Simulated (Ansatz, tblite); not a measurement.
Removing an electron: the cluster CuBr2⁻ (the lowest singlet isomer of a short search). Total charge -1; singlet. Geometry: PBE-D4/def2-TZVPD. Ansatz, gas phase; energy differences of separate SCF runs; the oxidised species was run as a doublet alone.

Cartesian coordinates in Å:
```
Cu 0.001 0.001 -0.001
Br -0.967 -1.403 -1.498
Br 0.967 1.403 1.499
```

The xTB rows come from tblite. The structure comes from a short search, and lower isomers may exist.

Problem. Estimate orbital energies and vertical ionisation energies at: GFN1-xTB; GFN2-xTB; r2SCAN-D4/def2-TZVPD; PBE0-D4/def2-TZVPD.

Solution. 
```tsv
level	−HOMO (eV)	vertical IE (eV)	−LUMO (eV)	HOMO–LUMO gap (eV)
GFN1-xTB	4.81	8.09	-1.92	6.73
GFN2-xTB	4.54	8.63	-3.56	8.11
r2SCAN-D4/def2-TZVPD	1.00	4.03	-3.08	4.08
PBE0-D4/def2-TZVPD	2.47	4.29	-3.17	5.64
```

Run but left out: PBE-D4/def2-TZVPD (neutral doublet: an occupied level 0.01 eV above an empty one).  Raw xTB energy differences between charge states are shifted by several eV; the methods need an empirical correction for them.
